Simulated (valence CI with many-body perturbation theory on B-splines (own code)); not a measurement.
## Missing levels of Au39+

Level of theory: relativistic CI+MBPT: four valence electrons over a frozen Dirac-Fock core [Kr], radial functions for each j: 7 s, 7 p, 8 d, 6 f, 4 g, 1 h, with the one-electron correlation potential Σ1 (screened to all orders), the two-electron term Σ2, the three-electron term Σ3, Breit, model QED; selected single and double excitations, second order for the rest, scaled by the run's own slope (own B-spline code, finite nucleus).

No measured spectrum was set against this ion. As an estimate, large intervals hold to a few tenths of a per cent, small ones and those within an open d or f shell to about a per cent. The list stops below the first excitations out of the core.

| Level | E (cm⁻¹) |
| --- | --- |
| (4d3/2^4) J=0 | 0 |
| (4d3/2^3 4d5/2) J=1 | 176420 |
| (4d3/2^3 4d5/2) J=4 | 220470 |
| (4d3/2^3 4d5/2) J=2 | ? |
| (4d3/2^3 4d5/2) J=3 | ? |
| (4d3/2^2 4d5/2^2) J=0 [a] | ? |
| (4d3/2^2 4d5/2^2) J=2 [a] | 386970 |
| (4d3/2^2 4d5/2^2) J=4 [a] | ? |
| (4d3/2^2 4d5/2^2) J=3 [a] | 399890 |
| (4d3/2^2 4d5/2^2) J=5 | 416470 |
| (4d3/2^2 4d5/2^2) J=6 | 428990 |
| (4d3/2^2 4d5/2^2) J=1 | 429020 |
| (4d3/2^2 4d5/2^2) J=3 [b] | 442050 |
| (4d3/2^2 4d5/2^2) J=4 [b] | 444910 |
| (4d3/2^2 4d5/2^2) J=2 [b] | 449020 |
| (4d3/2^2 4d5/2^2) J=2 [c] | ? |
| (4d3/2^2 4d5/2^2) J=4 [c] | 506790 |
| (4d3/2^2 4d5/2^2) J=2 [d] | ? |
| (4d3/2^2 4d5/2^2) J=0 [b] | 596390 |
| (4d3/2 4d5/2^3) J=4 [a] | 605320 |

Levels are named by their leading jj configuration (3d3/2^4 stands for four electrons in 3d with j = 3/2), which in mixed levels can hold well under half, so a name can repeat and another be missing. Letters in brackets count levels of one name in rising energy.

Task: The levels stand in rising order. What does the calculation give for the missing energies?

Result: (4d3/2^3 4d5/2) J=2 225910; (4d3/2^3 4d5/2) J=3 237660; (4d3/2^2 4d5/2^2) J=0 [a] 383910; (4d3/2^2 4d5/2^2) J=4 [a] 395680; (4d3/2^2 4d5/2^2) J=2 [c] 491520; (4d3/2^2 4d5/2^2) J=2 [d] 546680.
